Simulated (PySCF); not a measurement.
## UHF on Rh²⁺ (rhodium, charge +2)

Configuration: [Kr] 4d6 5p1, one real determinant (an excited configuration). All numbers are calculated (PySCF 2.14, a scalar-relativistic core potential, in aug-cc-pVTZ-PP with one added diffuse shell each of s, p, d, f, g type with ECP28MDF (7s7p6d4f3g, 113 functions)).

| Item | Value |
| --- | --- |
| Total energy | -108.178117 hartree |
| One-electron energy | -177.7725 hartree |
| Hartree (Coulomb) energy | 79.5853 hartree |
| Exchange energy | -9.9908 hartree |
| ⟨S²⟩ | 8.7527 |
| ⟨L²⟩ | 8.039 |
| Sum of ⟨r⟩ | 19.98 bohr |
| Sum of ⟨r²⟩ | 34.47 bohr² |
| Traceless quadrupole moment −½Σ⟨3z² − r²⟩ along its main axis | -3.97 e·bohr² |

```csv
shell,electrons,mean orbital energy (hartree),spread (hartree),"rms radius, mean of both spins (bohr)"
4s α,1,-4.86379,0,1.05
4s β,1,-4.56288,0,1.05
4p α,3,-3.50523,0.06311,1.15
4p β,3,-3.13186,0.07123,1.15
4d α,5,-1.45145,0.06482,1.49
4d β,1,-1.29577,0,1.49
5p α,1,-0.69274,0,3.32
```

⟨L²⟩ = 8.04 against 12 for a pure F term, so this real determinant mixes terms. Energies and moments cover only the electrons outside the core potential.
